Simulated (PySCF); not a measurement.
Molecule: `C(CC)(F)=C(F)F`, C4H5F3.

Atoms are numbered as in `[CH3:1][CH2:2][C:3]([F:4])=[C:5]([F:6])[F:7]`. Hydrogens are named by the atom that carries them.

Spin–spin couplings on one PBE0-D3(BJ)/def2-SVP geometry, PySCF, gas phase, non-relativistic, equivalent pairs averaged (spin–dipole term only in couplings to heteroatoms); isotopes ¹³C, ¹⁹F, ¹H; basis pcJ-1.

How do the couplings (Hz) change with the functional? Times are CPU seconds on 1 thread of an Intel Xeon Platinum 8488C, shared host.

Results:


```tsv
functional	functions	¹J(C5,F6)	¹J(C5,F7)	¹J(C3,F4)	¹J(C3,C5)	¹J(C1,H(C1))	¹J(C2,H(C2))	¹J(C2,C3)	core-s
LDA	239	-375.3	-361.6	-309.4	125.4	102.7	101.4	39.9	22
PBE	239	-392.2	-379.1	-324.5	139.4	123.1	122.2	50.8	34
KT2	239	-412.7	-399.3	-333.6	122.5	129.4	128.5	40.8	53
PBE0	239	-361.5	-346.4	-302.1	147.1	127.3	127.0	56.7	63
B97-2	239	-352.0	-337.2	-290.7	143.4	121.7	120.6	55.6	48
BHandHLYP	239	-331.8	-315.2	-281.2	167.9	145.2	145.2	69.5	45
CAM-B3LYP	239	-351.8	-337.0	-293.2	149.6	132.4	131.9	58.3	89
``` Left out for a near triplet instability: HF/pcJ-1.
